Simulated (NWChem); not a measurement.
System: hydrogen bromide (HBr); SMILES Br

NWChem input:

```
start job
memory heap 200 mb stack 900 mb global 1100 mb
geometry units angstroms noautosym nocenter noautoz
  Br     0.000000     0.000000     0.049320
  H      0.000000     0.000000    -1.373047
end
basis spherical
  Br library 6-31g*
  H library 6-31g*
end
dft
  xc b3lyp
  iterations 150
end
property
  shielding
end
task dft property
```

Output (shortened):

```
             Northwest Computational Chemistry Package (NWChem) 7.3.0
             --------------------------------------------------------

                             Geometry "geometry" -> ""
                             -------------------------

 Output coordinates in angstroms (scale by  1.889725989 to convert to a.u.)

  No.       Tag          Charge          X              Y              Z
 ---- ---------------- ---------- -------------- -------------- --------------
    1 Br                  35.0000     0.00000000     0.00000000     0.04932000
    2 H                    1.0000     0.00000000     0.00000000    -1.37304700

 Effective nuclear repulsion energy (a.u.)      13.0213958247

                              NWChem Property Module
                              ----------------------

  itol2e modified to match energy
  convergence criterion.

                                 NWChem DFT Module
                                 -----------------

 Summary of "ao basis" -> "ao basis" (spherical)
 ------------------------------------------------------------------------------
       Tag                 Description            Shells   Functions and Types
 ---------------- ------------------------------  ------  ---------------------
 Br                          6-31g*                 12       32   5s4p3d
 H                           6-31g*                  2        2   2s

  itol2e modified to match energy
  convergence criterion.

            General Information
            -------------------
          SCF calculation type: DFT
          Wavefunction type:  closed shell.
          No. of atoms     :     2
          No. of electrons :    36
           Alpha electrons :    18
            Beta electrons :    18
          Charge           :     0
          Spin multiplicity:     1
          Use of symmetry is: off; symmetry adaption is: off
          Maximum number of iterations: 150
          AO basis - number of functions:    34
                     number of shells:    14
          Convergence on energy requested:  1.00D-07
          Convergence on density requested:  1.00D-05
          Convergence on gradient requested:  5.00D-04

              XC Information
              --------------
                         B3LYP Method XC Potential
                     Hartree-Fock (Exact) Exchange  0.200
                        Slater Exchange Functional  0.800 local
                    Becke 1988 Exchange Functional  0.720 non-local
              Lee-Yang-Parr Correlation Functional  0.810
                  VWN I RPA Correlation Functional  0.190 local

             Grid Information
             ----------------
          Grid used for XC integration:  fine
          Radial quadrature: Mura-Knowles
          Angular quadrature: Lebedev.
          Tag              B.-S. Rad. Rad. Pts. Rad. Cut. Ang. Pts.
          ---              ---------- --------- --------- ---------
          Br                  1.15      140           7.0       974
          H                   0.35       60           7.0       590
          Grid pruning is: on
          Number of quadrature shells:   200
          Spatial weights used:  Erf1

      Superposition of Atomic Density Guess
      -------------------------------------

 Sum of atomic energies:       -2572.58551107

      Non-variational initial energy
      ------------------------------

 Total energy =   -2572.661873
 1-e energy   =   -3607.171571
 2-e energy   =    1021.488302
 HOMO         =      -0.401361
 LUMO         =       0.082607

   convergence    iter        energy       DeltaE   RMS-Dens  Diis-err
 ---------------- ----- ----------------- --------- --------- ---------
 d= 0,ls=0.0,diis     1  -2574.4519731042 -2.59D+03  1.53D-02  1.68D-01
 d= 0,ls=0.0,diis     2  -2574.4632795215 -1.13D-02  7.79D-03  7.88D-02
 d= 0,ls=0.0,diis     3  -2574.4727230658 -9.44D-03  1.89D-03  3.53D-03
 d= 0,ls=0.0,diis     4  -2574.4731561385 -4.33D-04  3.22D-04  1.04D-04
 d= 0,ls=0.0,diis     5  -2574.4731666918 -1.06D-05  5.14D-05  7.10D-06
 d= 0,ls=0.0,diis     6  -2574.4731674612 -7.69D-07  9.79D-06  4.23D-08
 d= 0,ls=0.0,diis     7  -2574.4731674695 -8.31D-09  1.15D-06  1.22D-09

         Total DFT energy =    -2574.473167469545
      One electron energy =    -3607.666213230104
           Coulomb energy =     1111.855472877279
    Exchange-Corr. energy =      -91.683822941419
 Nuclear repulsion energy =       13.021395824699

 Numeric. integr. density =       35.999999875443

                       DFT Final Molecular Orbital Analysis
                       ------------------------------------

 Vector   16  Occ=2.000000D+00  E=-4.519270D-01
              MO Center=  9.6D-11,  5.0D-10, -2.6D-01, r^2= 1.6D+00
   Bfn.  Coefficient  Atom+Function         Bfn.  Coefficient  Atom+Function
  ----- ------------  ---------------      ----- ------------  ---------------
    13      0.607361  1 Br pz                10     -0.290773  1 Br s
    33     -0.285759  2 H  s                  9     -0.281596  1 Br pz
    34     -0.257457  2 H  s                 14      0.164977  1 Br s
     6      0.134217  1 Br s                 17      0.128267  1 Br pz
     5      0.084862  1 Br pz                30     -0.057056  1 Br d  0

 Vector   17  Occ=2.000000D+00  E=-3.080088D-01
              MO Center= -2.2D-09, -9.2D-10,  3.0D-02, r^2= 1.5D+00
   Bfn.  Coefficient  Atom+Function         Bfn.  Coefficient  Atom+Function
  ----- ------------  ---------------      ----- ------------  ---------------
    11      0.590751  1 Br px                12      0.512332  1 Br py
    15      0.268695  1 Br px                 7     -0.265547  1 Br px
    16      0.233027  1 Br py                 8     -0.230297  1 Br py
     3      0.079630  1 Br px                 4      0.069060  1 Br py

 Vector   18  Occ=2.000000D+00  E=-3.080088D-01
              MO Center= -7.8D-09,  8.2D-09,  3.0D-02, r^2= 1.5D+00
   Bfn.  Coefficient  Atom+Function         Bfn.  Coefficient  Atom+Function
  ----- ------------  ---------------      ----- ------------  ---------------
    12      0.590751  1 Br py                11     -0.512332  1 Br px
    16      0.268695  1 Br py                 8     -0.265547  1 Br py
    15     -0.233027  1 Br px                 7      0.230297  1 Br px
     4      0.079630  1 Br py                 3     -0.069060  1 Br px

 Vector   19  Occ=0.000000D+00  E=-5.692075D-03
              MO Center= -1.2D-09,  8.8D-10, -5.6D-01, r^2= 2.6D+00
   Bfn.  Coefficient  Atom+Function         Bfn.  Coefficient  Atom+Function
  ----- ------------  ---------------      ----- ------------  ---------------
    34      1.352212  2 H  s                 17      0.815832  1 Br pz
    13      0.552176  1 Br pz                14     -0.478616  1 Br s
    10      0.376165  1 Br s                 33      0.262552  2 H  s
     9     -0.220587  1 Br pz                 6     -0.120656  1 Br s
    30      0.094786  1 Br d  0               5      0.065377  1 Br pz

[...]

          -----------------------------------------
          Chemical Shielding Tensors (GIAO, in ppm)
          -----------------------------------------

                                NWChem CPHF Module
                                ------------------

  scftype          =     RHF
  nclosed          =       18
  nopen            =        0
  variables        =      288
  # of vectors     =        3
  tolerance        = 0.10D-03
  level shift      = 0.00D+00
  max iterations   =       50
  max subspace     =       30

 SCF residual:    8.3984641909661091E-007

Iterative solution of linear equations
  No. of variables      288
  No. of equations        3
  Maximum subspace       30
        Iterations       50
       Convergence  1.0D-04

   iter   nsub   residual    time
   ----  ------  --------  ---------
     1      3    1.79D-01       9.8
     2      6    8.58D-03      11.3
     3      9    7.20D-05      12.8

      Atom:    1  Br
        Diamagnetic
   3117.5214      0.0000      0.0000
      0.0000   3117.5214     -0.0000
      0.0000     -0.0000   3125.1175

        Paramagnetic
   -859.3422     -0.0000     -0.0000
     -0.0000   -859.3422     -0.0000
     -0.0000     -0.0000      0.0000

        Total Shielding Tensor
   2258.1792     -0.0000     -0.0000
     -0.0000   2258.1792     -0.0000
     -0.0000     -0.0000   3125.1175

           isotropic =    2547.1586
          anisotropy =     866.9382

          Principal Components and Axis System
                 1           2           3
             3125.1175   2258.1792   2258.1792

      1        -0.0000     -0.6615      0.7500
      2        -0.0000      0.7500      0.6615
      3         1.0000     -0.0000      0.0000

      Atom:    2  H
        Diamagnetic
     18.3779     -0.0000      0.0000
     -0.0000     18.3779     -0.0000
      0.0000     -0.0000     48.3094

        Paramagnetic
      5.6952     -0.0000      0.0000
     -0.0000      5.6952      0.0000
      0.0000      0.0000      0.0000

        Total Shielding Tensor
     24.0732     -0.0000      0.0000
     -0.0000     24.0732     -0.0000
      0.0000     -0.0000     48.3094

           isotropic =      32.1519
          anisotropy =      24.2362

          Principal Components and Axis System
                 1           2           3
               48.3094     24.0732     24.0732

      1         0.0000     -0.6895      0.7243
      2        -0.0000      0.7243      0.6895
      3         1.0000      0.0000     -0.0000
```

Level: B3LYP/6-31G* (spherical d), GIAO. Geometry: optimised at PBE0/def2-SVP. The printed shielding anisotropy is the first printed principal value minus the mean of the other two.
